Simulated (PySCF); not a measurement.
Basis and Hamiltonian dependence of the excitation energy of Mg

Mg [Ne] 3s2 (1S) → Mg [Ne] 3s1 4s1 (3S). All values are computed (PySCF 2.14, energy differences of UHF-based or UKS calculations, no spin-orbit coupling). Values in eV.

| basis | Hamiltonian | functions | UHF | PBE | PBE0 | MP2 (valence) | CCSD(T) (valence) | CCSD(T) (valence and next inner shell) |
| --- | --- | --- | --- | --- | --- | --- | --- | --- |
| aug-cc-pVDZ-DK | spin-free X2C | 27 | 4.256 | 4.996 | 4.955 | 4.793 | 5.037 | n/a |
| def2-TZVPPD | non-relativistic | 35 | 5.476 | 5.911 | 5.925 | 5.959 | 6.133 | 6.152 |
| aug-cc-pCVDZ | non-relativistic | 36 | 4.243 | 4.972 | 4.932 | 4.782 | 5.027 | 5.052 |
| aug-cc-pVTZ-DK | spin-free X2C | 50 | 4.219 | 4.949 | 4.909 | 4.810 | 5.021 | n/a |
| def2-QZVPPD | non-relativistic | 63 | 4.644 | 5.214 | 5.200 | 5.205 | 5.389 | 5.448 |
| dyall-av2z | non-relativistic | 64 | 4.213 | n/a | n/a | 4.777 | 5.014 | n/a |
| aug-cc-pVTZ with one added diffuse shell each of s, p, d, f type | non-relativistic | 66 | 4.208 | 4.944 | 4.904 | 4.801 | 5.014 | n/a |
| aug-cc-pCVTZ | non-relativistic | 75 | 4.209 | 4.937 | 4.898 | 4.804 | 5.014 | 5.076 |
| x2c-QZVPPall with one added diffuse shell each of s, p, d, f type | spin-free X2C | 82 | 4.217 | 4.938 | 4.901 | 4.807 | 5.020 | 5.089 |
| aug-cc-pVQZ | non-relativistic | 84 | 4.203 | 4.937 | 4.899 | 4.814 | 5.011 | n/a |
| aug-cc-pVQZ with one added diffuse shell each of s, p, d, f, g type | non-relativistic | 109 | 4.202 | 4.936 | 4.898 | 4.814 | n/a | n/a |
| dyall-av3z | non-relativistic | 117 | 4.202 | 4.930 | 4.895 | 4.805 | 5.011 | n/a |
| dyall-acv3z | spin-free X2C | 122 | 4.210 | 4.939 | 4.903 | 4.812 | n/a | n/a |
| aug-cc-pCVQZ-DK | spin-free X2C | 134 | 4.213 | 4.940 | 4.902 | 4.826 | n/a | n/a |

Frozen in the all-electron rows: valence: [Ne]; valence and next inner shell: 1s2.

At UHF, def2-TZVPPD, def2-QZVPPD lie more than 0.3 eV from the median of the rows with comparable relativity. Of these, def2-TZVPPD, def2-QZVPPD have no diffuse functions of the l that the added or promoted electron needs.

Reference for a calculation without spin-orbit coupling: 5.108 eV (measured, between term centres; NIST).
